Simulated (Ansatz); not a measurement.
Cost and result for the atomization energy of C$_{3}$H$_{8}$F$_{2}$OSi, SMILES `CC(C)O[SiH](F)F` (15 atoms, 14 bonds).

| atom | x (Å) | y (Å) | z (Å) |
| --- | --- | --- | --- |
| C1 | 0.732 | -0.757 | 1.217 |
| C2 | 0.469 | 0.183 | 0.061 |
| C3 | 1.586 | 0.189 | -0.957 |
| O4 | -0.731 | -0.215 | -0.611 |
| Si5 | -2.206 | 0.360 | -0.334 |
| F6 | -3.179 | -0.348 | -1.355 |
| F7 | -2.707 | -0.005 | 1.126 |
| H8 | 0.853 | -1.778 | 0.849 |
| H9 | -0.095 | -0.744 | 1.929 |
| H10 | 1.644 | -0.467 | 1.743 |
| H11 | 0.337 | 1.203 | 0.450 |
| H12 | 2.524 | 0.499 | -0.492 |
| H13 | 1.717 | -0.813 | -1.372 |
| H14 | 1.360 | 0.874 | -1.775 |
| H15 | -2.303 | 1.819 | -0.479 |

The species carries charge 0 and has multiplicity 1. The structure was optimised at the PBE0-D4/def2-TZVP level. It is one conformer, not always the lowest. Program: Ansatz. All runs use 2 threads of an AMD EPYC 7R13 on a shared host and a share of an NVIDIA H100 80 GB. Times are those of one run each, without the atoms' runs, and a repeat can differ threefold. Electronic energies, without spin–orbit coupling; frozen cores. CCSD(T)/CBS adds CCSD(T) − MP2 in def2-TZVPP to the MP2 limit, and its time is that of the two runs behind it. T1 = 0.011. B3LYP takes the VWN-RPA correlation (the form of Gaussian; ORCA's B3LYP/G).

CCSD(T)/CBS is a level of theory with its own doubt, some kJ/mol a heavy atom from the limit and from the frozen cores, so smaller differences don't rank the functionals.

```json
{"level": "B2PLYP/def2-TZVPP", "functions": "340", "wall time": "3 s", "atomization (kJ/mol)": "6077.9", "difference from CCSD(T)/CBS": "-78.1", "per bond": "-5.6"}
{"level": "PBE0-D4/def2-TZVPP", "functions": "340", "wall time": "3.2 s", "atomization (kJ/mol)": "6120.8", "difference from CCSD(T)/CBS": "-35.2", "per bond": "-2.5"}
{"level": "ωB97X-V/def2-TZVPP", "functions": "340", "wall time": "3.5 s", "atomization (kJ/mol)": "6146.8", "difference from CCSD(T)/CBS": "-9.2", "per bond": "-0.7"}
{"level": "PBE-D4/def2-TZVPP (with forces)", "functions": "340", "wall time": "3.5 s", "atomization (kJ/mol)": "6219.8", "difference from CCSD(T)/CBS": "63.8", "per bond": "4.6"}
{"level": "B3LYP-D4/def2-TZVPP (with forces)", "functions": "340", "wall time": "3.6 s", "atomization (kJ/mol)": "6119.1", "difference from CCSD(T)/CBS": "-36.9", "per bond": "-2.6"}
{"level": "r2SCAN-D4/def2-TZVPP (with forces)", "functions": "340", "wall time": "3.7 s", "atomization (kJ/mol)": "6148.7", "difference from CCSD(T)/CBS": "-7.3", "per bond": "-0.5"}
{"level": "ωB97M-V/def2-TZVPP (with forces)", "functions": "340", "wall time": "4.1 s", "atomization (kJ/mol)": "6150.6", "difference from CCSD(T)/CBS": "-5.4", "per bond": "-0.4"}
{"level": "MP2/def2-QZVPP", "functions": "652", "wall time": "5 s", "atomization (kJ/mol)": "6221.1", "difference from CCSD(T)/CBS": "65.1", "per bond": "4.6"}
{"level": "CCSD(T)/def2-TZVPP", "functions": "340", "wall time": "12 s", "atomization (kJ/mol)": "6002.9", "difference from CCSD(T)/CBS": "-153.1", "per bond": "-10.9"}
{"level": "CCSD(T)/CBS(def2)", "functions": "–", "wall time": "17 s", "atomization (kJ/mol)": "6156.0", "difference from CCSD(T)/CBS": "0.0", "per bond": "0.0"}
```

The D4 term adds +49.8 kJ/mol with B3LYP and +26.6 kJ/mol with PBE0; it sums over pairs of atoms, weighted by their polarisabilities, and B3LYP, whose exchange is more repulsive, gets the larger term. From PBE to PBE0 (25 % exact exchange), in def2-TZVPP and without D4, the atomization energy moves by −94.2 kJ/mol: exact exchange takes away binding that semilocal exchange gives to molecules. In def2-TZVPP, CCSD(T) changes the Hartree–Fock value by +1398.0 kJ/mol (the triples alone add +78.0 kJ/mol) and MP2 by +1523.8 kJ/mol; breaking electron pairs costs correlation energy, which Hartree–Fock lacks.
